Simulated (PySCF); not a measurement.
PySCF 2.14 output of an unrestricted r2SCAN calculation on a single atom or ion in x2c-SVPall (6s5p5d1f, 53 functions), with scalar relativity by spin-free X2C-1e:

```
SCF conv_tol = 1e-09
number electrons alpha = 23  beta = 22
    J. W. Furness, A. D. Kaplan, J. Ning, J. P. Perdew, and J. Sun.,  J. Phys. Chem. Lett. 11, 8208-8215 (2020)
    J. W. Furness, A. D. Kaplan, J. Ning, J. P. Perdew, and J. Sun.,  J. Phys. Chem. Lett. 11, 9248-9248 (2020)
    J. W. Furness, A. D. Kaplan, J. Ning, J. P. Perdew, and J. Sun.,  J. Phys. Chem. Lett. 11, 8208-8215 (2020)
    J. W. Furness, A. D. Kaplan, J. Ning, J. P. Perdew, and J. Sun.,  J. Phys. Chem. Lett. 11, 9248-9248 (2020)
cycle= 1 E= -5044.48095583625  delta_E= -0.00709  |g|= 0.0477  |ddm|= 0.134
cycle= 2 E= -5044.48071132425  delta_E= 0.000245  |g|= 0.0535  |ddm|= 0.048
cycle= 3 E= -5044.4813456418  delta_E= -0.000634  |g|= 0.00681  |ddm|= 0.029
cycle= 4 E= -5044.48135959055  delta_E= -1.39e-05  |g|= 0.000465  |ddm|= 0.00569
cycle= 5 E= -5044.48136028897  delta_E= -6.98e-07  |g|= 0.000148  |ddm|= 0.00405
cycle= 6 E= -5044.48136030131  delta_E= -1.23e-08  |g|= 1.33e-05  |ddm|= 0.000431
cycle= 7 E= -5044.48136030136  delta_E= -5.28e-11  |g|= 1.12e-06  |ddm|= 8.17e-06
converged SCF energy = -5044.48136030136  <S^2> = 0.75736372  2S+1 = 2.0073502
```

The run itself started from symmetry-adapted Hartree-Fock orbitals and held the occupation by maximum overlap, on a logarithmic radial grid, so the iterations belong to that start.

Q: Which element, charge and spin multiplicity is this?

A: Pd⁺ (palladium, charge +1), multiplicity 2; the state was [Kr] 4d9, 2D determinant.
